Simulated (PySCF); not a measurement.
C4H8Si.
Numbering: `[CH2:1]=[CH:2][C@H:3]1[CH2:4][SiH2:5]1` (hydrogens: H6, H7 on C1; H8 on C2; H9 on C3; H10, H11 on C4; H12, H13 on Si5)

The same species was optimised twice, with GFN2-xTB and with PBE0-D3(BJ)/def2-SVP (PySCF), and the same property calculations (PySCF, gas phase) were run on both structures.

```tsv
coordinate	GFN2-xTB	PBE0-D3(BJ)/def2-SVP	change
Si5–H13 (Å)	1.452	1.485	+0.033
Si5–H12 (Å)	1.450	1.482	+0.032
C3–Si5 (Å)	1.912	1.888	-0.024
C1–H7 (Å)	1.077	1.094	+0.017
C1–H6 (Å)	1.076	1.092	+0.016
C4–H11 (Å)	1.080	1.095	+0.015
C4–Si5 (Å)	1.873	1.859	-0.014
C2–C3 (Å)	1.462	1.476	+0.014
C4–H10 (Å)	1.082	1.095	+0.013
C3–H9 (Å)	1.084	1.097	+0.013
C2–H8 (Å)	1.084	1.097	+0.013
C1=C2 (Å)	1.327	1.338	+0.011
C3–C4 (Å)	1.536	1.530	-0.006
Si5–C4–H10 (°)	119.9	118.0	-1.9
C3–Si5–H13 (°)	118.1	119.9	+1.8
Si5–C3–H9 (°)	116.4	114.5	-1.9
H12–Si5–H13 (°)	118.1	116.2	-1.9
C2–C3–Si5 (°)	120.3	118.6	-1.7
C3–C4–H11 (°)	115.6	117.1	+1.5
Si5–C4–H11 (°)	120.8	119.6	-1.2
C2–C3–H9 (°)	112.7	114.0	+1.3
C1–C2–C3–C4 (°)	-22	0	+22
```

Rotational constants: A = 7773, B = 2700, C = 2555 MHz (GFN2-xTB) against A = 8146, B = 2611, C = 2472 MHz (PBE0-D3(BJ)/def2-SVP). Point groups within 0.08 Å: C1 and C1.

On the GFN2-xTB structure: lowest singlet, TDDFT (eV) 5.44 [CAM-B3LYP/def2-SVPD]; isotropic polarisability (au) 76.1 [CAM-B3LYP/def2-SVPD]; HOMO (eV) -7.51 [CAM-B3LYP/def2-SVPD]; LUMO (eV) 0.71 [CAM-B3LYP/def2-SVPD]; dipole (D) 0.88 [CAM-B3LYP/def2-SVPD]; HOMO (eV) -6.29 [PBE0/pcSseg-1]; LUMO (eV) -0.21 [PBE0/pcSseg-1]; dipole (D) 0.80 [PBE0/pcSseg-1]; GIAO shielding of C1 (ppm) 77.4 [PBE0/pcSseg-1]; GIAO shielding of C2 (ppm) 37.0 [PBE0/pcSseg-1]; GIAO shielding of C3 (ppm) 173.4 [PBE0/pcSseg-1]; GIAO shielding of C4 (ppm) 183.1 [PBE0/pcSseg-1]; GIAO shielding of Si5 (ppm) 476.0 [PBE0/pcSseg-1].

Task: What do these properties become on the PBE0-D3(BJ)/def2-SVP structure?

Result: 
| property | level | on GFN2-xTB | on PBE0-D3(BJ)/def2-SVP | change |
| --- | --- | --- | --- | --- |
| lowest singlet, TDDFT (eV) | CAM-B3LYP/def2-SVPD | 5.44 | 5.64 | +0.20 |
| isotropic polarisability (au) | CAM-B3LYP/def2-SVPD | 76.1 | 77.7 | +1.6 |
| HOMO (eV) | CAM-B3LYP/def2-SVPD | -7.51 | -7.55 | -0.04 |
| LUMO (eV) | CAM-B3LYP/def2-SVPD | 0.71 | 0.79 | +0.08 |
| dipole (D) | CAM-B3LYP/def2-SVPD | 0.88 | 0.84 | -0.04 |
| energy, GFN2-xTB geometry as zero (kcal/mol) | CAM-B3LYP/def2-SVPD | 0.0 | -2.0 | -2.0 |
| HOMO (eV) | PBE0/pcSseg-1 | -6.29 | -6.34 | -0.05 |
| LUMO (eV) | PBE0/pcSseg-1 | -0.21 | -0.11 | +0.10 |
| dipole (D) | PBE0/pcSseg-1 | 0.80 | 0.78 | -0.02 |
| energy, GFN2-xTB geometry as zero (kcal/mol) | PBE0/pcSseg-1 | 0.0 | -2.0 | -2.0 |
| GIAO shielding of C1 (ppm) | PBE0/pcSseg-1 | 77.4 | 73.7 | -3.7 |
| GIAO shielding of C2 (ppm) | PBE0/pcSseg-1 | 37.0 | 38.3 | +1.3 |
| GIAO shielding of C3 (ppm) | PBE0/pcSseg-1 | 173.4 | 170.4 | -3.0 |
| GIAO shielding of C4 (ppm) | PBE0/pcSseg-1 | 183.1 | 189.2 | +6.1 |
| GIAO shielding of Si5 (ppm) | PBE0/pcSseg-1 | 476.0 | 476.8 | +0.8 |

The heavy atoms differ by 0.101 Å rms after alignment. Among all bonds Si5–H12 and Si5–H13 change most and about equally (+0.032 to +0.033 Å). Changes are differences of the printed values. Neither structure is proved a minimum here.

Shape of the structure used: `[CH2:1]=[CH:2][C@H:3]1[CH2:4][SiH2:5]1`: C1–C2–C3–C4 0°.
